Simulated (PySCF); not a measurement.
Compound: C8H9P2 (charge -1).
Bonds: C1–C2 (double), C2–C3, C3–P4 (aromatic), P4–C5 (aromatic), C5–C6, C6–C7 (double), C5–C8 (aromatic), C8–C9, C8–P10 (aromatic), C3–P10 (aromatic). Hydrogens: H11, H12 on C1; H13 on C2; H14 on C6; H15, H16 on C7; H17, H18, H19 on C9.

NICS is the negative of the GIAO shielding at a point without a nucleus: at the ring centre (0) and 1 Å above and below it (1); zz is the component along the ring normal. Level: GIAO PBE0/pcSseg-1 (PySCF, non-relativistic, gas phase) on the GFN2-xTB geometry, one conformer.

Ring bond lengths (Å), with Mayer bond orders in brackets: C3–P4 1.746 (1.28), P4–C5 1.765 (1.20), C5–C8 1.397 (1.41), C8–P10 1.741 (1.29), P10–C3 1.758 (1.18).

**Question.** Give the NICS values of each ring in ppm.

**Answer.** 
```json
{"ring": "C3–P4–C5–C8–P10", "type": "5-membered ring with 2 P; formal bonds all aromatic", "NICS(0)": "-6.9", "NICS(1), two faces": "-8.3 / -8.4", "NICS(1)zz, two faces": "-18.2 / -18.4", "rms pucker (Å)": "0.00", "centre to ring atoms, mean (Å)": "1.42"}
```

**Question.** What do they say, and how far can they be read as aromaticity?

**Answer.** 
- C3–P4–C5–C8–P10: mean NICS(1)zz -18.3 ppm, shielded.

**Question.** What does the geometric index give? Use HOMA with the parameters of Krygowski (1993).

**Answer.** 
- C3–P4–C5–C8–P10: HOMA 0.71; the largest term is that of P4–C5, α(R − Ropt)² = 0.53.

**Question.** What is the mean of the two in-plane components of NICS at the first NICS(1) probe listed for ring C3–P4–C5–C8–P10, 1 Å off the ring?

**Answer.** The isotropic value is a third of the trace: (3 × -8.3 − (-18.2))/2 = -3.4 ppm.

**Question.** Give the inner angles of the rings and the Hirshfeld charges of the ring atoms.

**Answer.** 
- C3–P4–C5–C8–P10: C3 117.0° (-0.162 e), P4 94.5° (-0.078 e), C5 116.5° (-0.111 e), C8 117.5° (-0.096 e), P10 94.6° (-0.120 e); sum 540.0° against 540° for a flat convex ring.

**Question.** How shielded are the nuclei of the rings and their hydrogens (means over atoms taken as equivalent)?

**Answer.** 
```
atoms                  environment  σ isotropic (ppm)
   C3  substituted aromatic carbon               -1.0
   P4     phosphorus bonded to 2 C              139.2
   C5  substituted aromatic carbon               25.4
   C8  substituted aromatic carbon               26.0
  P10     phosphorus bonded to 2 C              103.8
```

The values belong to the conformer `[CH2:1]=[CH:2][c:3]1[p:4][c:5]([CH:6]=[CH2:7])[c:8]([CH3:9])[p-:10]1`: C1–C2–C3–P4 0°, P4–C5–C6–C7 5°.
